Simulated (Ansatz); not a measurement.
Geometry optimisation of C$_{4}$H$_{12}$Sn (`C[C](C)(C)[SnH3]`).

```yaml
crystal:
  periodic: [false, false, false]
  atoms:
    - {symbol: C, position_ang: [0.687926, 1.124025, -0.924082]}
    - {symbol: C, position_ang: [0.071071, -0.069632, -0.183187]}
    - {symbol: C, position_ang: [1.127924, -1.151681, 0.072922]}
    - {symbol: C, position_ang: [-1.110276, -0.643976, -0.975662]}
    - {symbol: Sn, position_ang: [-0.684761, 0.645773, 1.771397]}
    - {symbol: H, position_ang: [1.539776, 1.568962, -0.368606]}
    - {symbol: H, position_ang: [1.078309, 0.796668, -1.915864]}
    - {symbol: H, position_ang: [-0.052451, 1.928973, -1.114469]}
    - {symbol: H, position_ang: [0.711804, -2.025144, 0.616869]}
    - {symbol: H, position_ang: [1.528349, -1.529789, -0.896502]}
    - {symbol: H, position_ang: [1.991396, -0.767285, 0.655144]}
    - {symbol: H, position_ang: [-1.584981, -1.504181, -0.458948]}
    - {symbol: H, position_ang: [-0.760327, -1.011315, -1.968499]}
    - {symbol: H, position_ang: [-1.897494, 0.114868, -1.167569]}
    - {symbol: H, position_ang: [-1.898105, 1.862438, 1.532473]}
    - {symbol: H, position_ang: [-1.380567, -0.667441, 2.666563]}
    - {symbol: H, position_ang: [0.613306, 1.328237, 2.698320]}
basis:
  gaussian: {orbitals: def2-TZVP}
hamiltonian: {xc: pbe0, dispersion: d4}
relax: {f_tol: 0.005, max_steps: 150}
```

```sh
$ ansatz run in.yaml --threads 4 --pin off --events-out ev --progress --plain --max-ram 11315MiB
```

It prints (some lines left out):

```
Functional definition: PBE0
mean field -10170.99157352 eV, -373.7770461812 hartree, gradient 4.0e-5 eV, S^2 0.000000; 0 other end points of the search recorded, 0 dependent functions left out
relax step   1: F+E_penalty+E_count = -10171.33289461 eV  Δ(F+E_penalty+E_count) = +0.000e0 eV  max|allowed force component| = 4.551e-1 eV/Å  Δτ_max = 0.0000 Å  (28 SCF iters, accepted)
mean field -10171.04665456 eV, -373.7790703721 hartree, gradient 1.3e-5 eV, S^2 0.000000; 0 other end points of the search recorded, 0 dependent functions left out
relax step   2: F+E_penalty+E_count = -10171.39216871 eV  Δ(F+E_penalty+E_count) = -5.927e-2 eV  max|allowed force component| = 2.008e-1 eV/Å  Δτ_max = 0.0564 Å  (31 SCF iters, accepted)
mean field -10171.05535479 eV, -373.7793900995 hartree, gradient 1.3e-5 eV, S^2 0.000000; 0 other end points of the search recorded, 0 dependent functions left out
relax step   3: F+E_penalty+E_count = -10171.40042013 eV  Δ(F+E_penalty+E_count) = -8.251e-3 eV  max|allowed force component| = 6.465e-2 eV/Å  Δτ_max = 0.0181 Å  (32 SCF iters, accepted)
mean field -10171.05544699 eV, -373.7793934878 hartree, gradient 1.3e-5 eV, S^2 0.000000; 0 other end points of the search recorded, 0 dependent functions left out
relax step   4: F+E_penalty+E_count = -10171.40051581 eV  Δ(F+E_penalty+E_count) = -9.568e-5 eV  max|allowed force component| = 4.407e-2 eV/Å  Δτ_max = 0.0051 Å  (32 SCF iters, accepted)
mean field -10171.05555291 eV, -373.7793973803 hartree, gradient 1.3e-5 eV, S^2 0.000000; 0 other end points of the search recorded, 0 dependent functions left out
relax step   5: F+E_penalty+E_count = -10171.40056550 eV  Δ(F+E_penalty+E_count) = -4.969e-5 eV  max|allowed force component| = 4.380e-3 eV/Å  Δτ_max = 0.0021 Å  (32 SCF iters, accepted)
mean field -10171.05555291 eV, -373.7793973803 hartree, gradient 1.3e-5 eV, S^2 0.000000; 1 other end points of the search recorded, 0 dependent functions left out
Total energy: -10171.40061038 eV, -373.7920780084 hartree
Atom 0 at     0.680663     1.112257    -0.915847 Å, force    -0.001004     0.000851     0.002058 eV/Å
Atom 1 at     0.064380    -0.062297    -0.167865 Å, force     0.003192    -0.001036    -0.003598 eV/Å
Atom 2 at     1.115151    -1.137717     0.073176 Å, force     0.000167    -0.000069     0.001038 eV/Å
Atom 3 at    -1.098658    -0.637358    -0.965061 Å, force    -0.001709     0.001532     0.004380 eV/Å
Atom 4 at    -0.676845     0.639136     1.753222 Å, force    -0.002544     0.000142    -0.001284 eV/Å
Atom 5 at     1.521421     1.550405    -0.370730 Å, force     0.000258     0.000617    -0.000539 eV/Å
Atom 6 at     1.061659     0.777646    -1.890204 Å, force    -0.000222    -0.000798     0.000041 eV/Å
Atom 7 at    -0.047765     1.905436    -1.106373 Å, force     0.000238     0.000352    -0.000268 eV/Å
Atom 8 at     0.706045    -1.998592     0.609383 Å, force     0.000490    -0.000325     0.000219 eV/Å
Atom 9 at     1.502601    -1.504676    -0.886890 Å, force    -0.000246     0.000179    -0.000370 eV/Å
Atom 10 at     1.967267    -0.758585     0.644309 Å, force     0.000498    -0.000427     0.000080 eV/Å
Atom 11 at    -1.566079    -1.484959    -0.456020 Å, force    -0.000500    -0.000160    -0.000321 eV/Å
Atom 12 at    -0.742984    -0.997448    -1.939913 Å, force     0.001438     0.000413     0.000675 eV/Å
Atom 13 at    -1.873849     0.109743    -1.157221 Å, force    -0.000433    -0.000445    -0.000221 eV/Å
Atom 14 at    -1.873884     1.840868     1.516830 Å, force    -0.000027     0.000732     0.000197 eV/Å
Atom 15 at    -1.363941    -0.662154     2.629250 Å, force    -0.000221    -0.000728    -0.000665 eV/Å
Atom 16 at     0.605718     1.307796     2.670255 Å, force     0.000625    -0.000830    -0.001423 eV/Å
Dipole moment:     0.071039    -0.067089    -0.183347 e Å
```

Hardware: 4 threads of an Arm Neoverse N1 on a shared host. Wall time 61 s, peak host memory 0.84 GiB.
